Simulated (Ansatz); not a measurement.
Cl₂FHSZr, SMILES `[F][Zr]([SH])([Cl])[Cl]`. Charge 0, multiplicity 1. Zr: def2 effective core potential. The geometry is a stationary point of PBE0-D4/def2-TZVP. It is one conformer, not always the lowest.

```xyz
6

F    -1.756    0.796    0.011
Zr   -0.002    0.264   -0.407
S     0.730   -1.212    1.368
Cl    1.429    2.098   -0.513
Cl    0.067   -0.883   -2.432
H    -0.467   -1.063    1.973
```

**Question.** What is the dipole moment at B3LYP/def2-TZVPP? (Estimate.)

**Answer.** Computed: 0.95 D, with components (-0.55, -0.23, 0.74) D in this frame, pointing from negative to positive charge.

**Question.** And with PBE, r2SCAN, ωB97M-V? (Best estimate.)

**Answer.** Ansatz gave: PBE 0.99 D, r2SCAN 1.04 D, ωB97M-V 0.95 D.

**Question.** Give the Mulliken charges with B3LYP, ωB97M-V, PBE in def2-TZVPP. (Estimate.)

**Answer.** Computed: 
```json
{"atom": "F1", "B3LYP": "-0.36", "ωB97M-V": "-0.34", "PBE": "-0.30"}
{"atom": "Zr2", "B3LYP": "1.07", "ωB97M-V": "0.96", "PBE": "0.96"}
{"atom": "S3", "B3LYP": "-0.30", "ωB97M-V": "-0.28", "PBE": "-0.29"}
{"atom": "Cl4", "B3LYP": "-0.27", "ωB97M-V": "-0.24", "PBE": "-0.25"}
{"atom": "Cl5", "B3LYP": "-0.27", "ωB97M-V": "-0.24", "PBE": "-0.25"}
{"atom": "H6", "B3LYP": "0.13", "ωB97M-V": "0.14", "PBE": "0.14"}
```

B3LYP here is the variant with VWN-RPA as its local correlation; programs differ in this.
